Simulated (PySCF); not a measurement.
Positional isomers: butadiene methyl+boryl. All species are isolated molecules in the gas phase. One relaxed conformer stands for each flexible species; it need not be the lowest. Strings in code marks are SMILES.

The S1–T1 gap (TDA) from two functionals at the same geometries (CAM-B3LYP-D3(BJ)/def2-TZVP), both in PySCF: PBE-D3(BJ)/def2-TZVP and CAM-B3LYP-D3(BJ)/def2-TZVP. Excitations are Tamm–Dancoff values on a coarser integration grid. The basis has no diffuse functions, so Rydberg states are missing or too high.

```tsv
species	PBE-D3(BJ)/def2-TZVP (eV)	CAM-B3LYP-D3(BJ)/def2-TZVP (eV)
`C(=C\C)/C(=C)B`	0.99	1.67
`C/C=C\C(B)=C`	0.86	1.66
`B/C(C)=C\C=C`	1.78	2.13
`C(/C)=C(\B)C=C`	1.13	1.82
```

Over these rows, drawn at random from the members with no instability flagged (it was tested for open shells, ions and some series alone), PBE minus CAM-B3LYP-D3(BJ): mean -0.63 eV, from -0.81 eV to -0.35 eV.
